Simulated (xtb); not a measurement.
The multiplicity is imposed and other spin states were not computed.

Species: [Au(H2O)(F)] (charge 0, multiplicity 1).

Give a relaxed geometry from GFN2-xTB (xtb).

This is not unique; one that fits is the end point of this relaxation, one of several conformers.
Cartesian coordinates (Å) in one orientation:
```xyz
5

Au     0.008     0.006     0.007
O      0.752     1.926     0.615
H      0.628     2.035     1.564
H      0.256     2.614     0.159
F     -0.648    -1.703    -0.551
```
